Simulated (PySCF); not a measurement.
Distorted geometries of [Nd(S2)2]−

[Nd(S2)2]− (singlet in the valence; each metal's 4f electrons, 3 of them, lie in its core potential, out of spins and levels). PySCF 2.14.0, RKS BP86, Nd lcecp-1-SVP with ECP49, S def2-SVP; non-relativistic Hamiltonian with scalar-relativistic core potentials where named; density fitting; no spin-orbit coupling. Relaxed geometry:

```xyz
5

Nd    0.0000    0.0000    0.0000
S     0.7762    0.7762    2.4480
S    -0.7762   -0.7762    2.4480
S     0.7762   -0.7762   -2.4480
S    -0.7762    0.7762   -2.4480
```

Task: Order these distorted geometries by energy above the relaxed one, lowest first.
A.
```xyz
5

Nd    0.0188    0.0087   -0.0213
S     0.7548    0.7684    2.4145
S    -0.8076   -0.8096    2.4378
S     0.7973   -0.7466   -2.4138
S    -0.7633    0.7792   -2.4172
```
B.
```xyz
5

Nd   -0.0524   -0.0017   -0.0335
S     0.8522    0.7580    2.4956
S    -0.8303   -0.7833    2.4989
S     0.8247   -0.7974   -2.5645
S    -0.7941    0.8245   -2.3966
```
C.
```xyz
5

Nd   -0.0274    0.1633   -0.0221
S     0.6642    0.6784    2.3551
S    -0.7483   -0.7903    2.3768
S     0.7928   -0.8033   -2.3228
S    -0.6814    0.7519   -2.3870
```

Result: A (0.03 eV), B (0.21 eV), C (0.46 eV).

Task: Which forces (eV/Å) act in the one that lies 0.21 eV up?

Result: 
```
Nd   0.64 -0.44  0.98
S   -0.73 -0.59 -0.65
S    0.58  0.58 -0.46
S   -0.81  0.77  0.76
S    0.32 -0.32 -0.62
```
Forces carry noise of the integration grid, about 0.01 to 0.03 eV/Å.

An lcecp potential fixes the number of 4f electrons, so in runs with it no electron can move into or out of that shell.
